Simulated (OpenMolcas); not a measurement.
# Ni4+ in a point-charge field

Ni4+ among 5 point charges of -0.65 e arranged as a trigonal bipyramid (D3h), 2.14 Å from the ion, with the axial distance 2.226 Å.
```
   2.1400    0.0000    0.0000  -0.65
  -1.0700    1.8533    0.0000  -0.65
  -1.0700   -1.8533    0.0000  -0.65
   0.0000    0.0000    2.2256  -0.65
   0.0000    0.0000   -2.2256  -0.65
```

```
Program             : OpenMolcas 26.06
Method              : SS-CASPT2, IPEA 0.25 Eh, imaginary shift 0.1 Eh (closed shells correlated: 3s 3p)
Basis               : ANO-RCC-VDZP [5s4p2d1f]
Scalar Hamiltonian  : DKH2, point nucleus
Active space        : 6 electrons in 5 orbitals (3d)
State averaging     : 2S+1 = 5 even, 5 roots; 2S+1 = 3 even, 45 roots; 2S+1 = 1 even, 50 roots
Spin-orbit coupling : RASSI with atomic mean-field integrals over the reference wave functions
```

The lowest spin-free states (labels of D3, the rotations of D3h), above the lowest:

```json
{"State": "5E", "Degeneracy": "2", "E (cm-1)": "0", "Free-ion L (%)": "D (100)"}
{"State": "5E", "Degeneracy": "2", "E (cm-1)": "20", "Free-ion L (%)": "D (100)"}
{"State": "5A1", "Degeneracy": "1", "E (cm-1)": "610", "Free-ion L (%)": "D (100)"}
{"State": "3E", "Degeneracy": "2", "E (cm-1)": "27080", "Free-ion L (%)": "P (99)"}
{"State": "3A2", "Degeneracy": "1", "E (cm-1)": "27210", "Free-ion L (%)": "P (92)"}
{"State": "3E", "Degeneracy": "2", "E (cm-1)": "28110", "Free-ion L (%)": "H (100)"}
{"State": "3E", "Degeneracy": "2", "E (cm-1)": "28190", "Free-ion L (%)": "H (100)"}
{"State": "3A2", "Degeneracy": "1", "E (cm-1)": "28210", "Free-ion L (%)": "H (100)"}
{"State": "3E", "Degeneracy": "2", "E (cm-1)": "28360", "Free-ion L (%)": "H (100)"}
{"State": "2S+1 = 3", "Degeneracy": "2", "E (cm-1)": "28390", "Free-ion L (%)": "H (99)"}
{"State": "3E", "Degeneracy": "2", "E (cm-1)": "28490", "Free-ion L (%)": "H (100)"}
{"State": "3A2", "Degeneracy": "1", "E (cm-1)": "29790", "Free-ion L (%)": "F (92)"}
{"State": "2S+1 = 3", "Degeneracy": "2", "E (cm-1)": "29820", "Free-ion L (%)": "F (99)"}
{"State": "3E", "Degeneracy": "2", "E (cm-1)": "29930", "Free-ion L (%)": "F (99)"}
{"State": "3E", "Degeneracy": "2", "E (cm-1)": "30140", "Free-ion L (%)": "F (100)"}
{"State": "2S+1 = 3", "Degeneracy": "2", "E (cm-1)": "34550", "Free-ion L (%)": "G (100)"}
{"State": "3E", "Degeneracy": "2", "E (cm-1)": "34690", "Free-ion L (%)": "G (100)"}
{"State": "2S+1 = 3", "Degeneracy": "4", "E (cm-1)": "34760", "Free-ion L (%)": "G (100)"}
{"State": "3A1", "Degeneracy": "1", "E (cm-1)": "34910", "Free-ion L (%)": "G (100)"}
{"State": "2S+1 = 1", "Degeneracy": "2", "E (cm-1)": "42420", "Free-ion L (%)": "I (100)"}
```

The lowest levels with spin-orbit coupling:

| E (cm-1) | Degeneracy | Label | 2S+1 | g |
| --- | --- | --- | --- | --- |
| 0 | 2 | E | 5 | 0.00 0.00 12.00 |
| 11 | 2 |  | 5 | 0.00 0.00 8.98 |
| 100 | 2 | E | 5 | 0.00 0.00 5.61 |
| 210 | 2 | E | 5 | 0.00 0.00 2.45 |
| 270 | 1 | A1 | 5 |  |
| 930 | 2 |  | 5 | 0.00 0.00 9.03 |
| 930 | 1 | A2 | 5 |  |
| 1050 | 2 | E | 5 | 0.00 0.00 3.97 |
| 1150 | 2 | E | 5 | 0.00 0.00 5.20 |
| 1580 | 2 | E | 5 | 0.00 0.00 1.89 |
| 1700 | 1 | A1 | 5 |  |
| 1840 | 2 | E | 5 | 0.00 0.00 7.19 |
| 1940 | 1 | A2 | 5 |  |
| 2200 | 2 | E | 5 | 0.00 0.00 3.69 |
| 2330 | 1 | A1 | 5 |  |
| 26740 | 2 | E | 3 | 0.00 0.00 6.00 |
| 26830 | 2 | E | 3 | 0.00 0.00 2.94 |
| 26870 | 1 | A1 | 3 |  |
| 28570 | 2 |  | 3 | 0.00 0.00 14.00 |
| 28660 | 1 | A1 | 3 |  |

Powder χT (cm3 K/mol): 4.79 at 2 K, 5.17 at 10 K, 5.33 at 50 K, 5.48 at 100 K, 5.58 at 200 K, 5.59 at 300 K. The effective moment at 300 K is 2.828 √(χT) = 6.69 μB.

The lowest level has 2S+1 = 5, for which the spin-only value is χT = S(S+1) / 2 = 3.000 cm3 K/mol (g = 2). The computed 5.594 at 300 K differs by +2.594, through orbital momentum, spin-orbit coupling and any other state in reach.

Roots that are degenerate in the reference are averaged as groups; the widest CASPT2 spread within a group is 95 cm-1 (the 4-fold group of multiplicity 3 near 34800 cm-1 above the lowest state of its run). Shifts and gaps below about the spread of the groups concerned are not significant. An orbital doublet at a regular site is open to a Jahn-Teller distortion, which this geometry leaves out. Point charges give a weaker field than real ligands, and real ions of this kind are often low spin; the high spin found here belongs to the model. The ground term spreads over less than 5000 cm-1, several times less than with real ligands, so orbital moments are less quenched and χT lies further from the spin-only value than at real sites. Free-ion shares, where given, are those of the reference states; single-state CASPT2 does not remix them. This is an electrostatic model: the charges have no orbitals. An unlabelled pair can be two single states that coincide in this model. A group larger than the point group allows holds several states that coincide in this model. No measured value stands beside these numbers.

A state without a sure symmetry label is named by its multiplicity alone. With an even number of electrons the g values are those of a degenerate or nearly degenerate non-Kramers pair.
